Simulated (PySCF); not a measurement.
PySCF input file for C5H4F2O, SMILES C(=C(F)F)OC=C=C, PBE/pcSseg-1. Geometry optimised at PBE0-D3(BJ)/def2-SVP. The structure was generated by enumeration, and PubChem lists no compound with its InChIKey, so it may never have been made. One conformer was computed; it need not be the lowest.

```python
import numpy as np
from pyscf import gto, scf, dft
from pyscf.prop.nmr import rks as nmr

mol = gto.M(
    atom='''
    C    -3.17264508   -0.07478144   -0.81638501
    C    -2.18377719   -0.76426288   -0.30724059
    C    -1.21537817   -1.49623920    0.19665852
    O     0.02876932   -1.07075192    0.55380448
    C     0.26560845    0.26512138    0.49456901
    C     1.45351516    0.72307781    0.10831135
    F     1.76440594    1.99706057    0.11300745
    F     2.45313503   -0.01924212   -0.28999435
    H    -3.91217749    0.42827720   -0.18104983
    H    -3.30075094    0.02850040   -1.90110405
    H    -1.33604665   -2.56555358    0.38882650
    H    -0.52298746    0.95693132    0.80029378
    ''',
    basis='pcSseg-1',
    charge=0,
    spin=0,
    max_memory=1600,
    verbose=3,
)
mf = dft.RKS(mol, xc='pbe')
mf.grids.level = 3
mf.conv_tol = 1e-10
mf.max_cycle = 100
mf.kernel()
n = nmr.NMR(mf)
n.verbose = 2
n.max_cycle_cphf = 60
sigma = n.kernel()
print('atom   isotropic/ppm   span/ppm')
for i, s in enumerate(sigma):
    w = np.linalg.eigvalsh((s + s.T) / 2)
    print(f'{mol.atom_symbol(i):2s}{i + 1:3d} {w.mean():14.3f} {w[2] - w[0]:11.3f}')
```

Log of the run:

```
converged SCF energy = -467.186083118519
atom   isotropic/ppm   span/ppm
C   1         80.950     167.941
C   2        -35.041      74.550
C   3         53.257     115.171
O   4        218.200     159.848
C   5         73.131      83.048
C   6         14.932     100.505
F   7        273.214      53.917
F   8        253.148      63.272
H   9         25.252       4.517
H  10         25.212       4.320
H  11         24.236       6.746
H  12         25.577       6.169
```

The run converged.
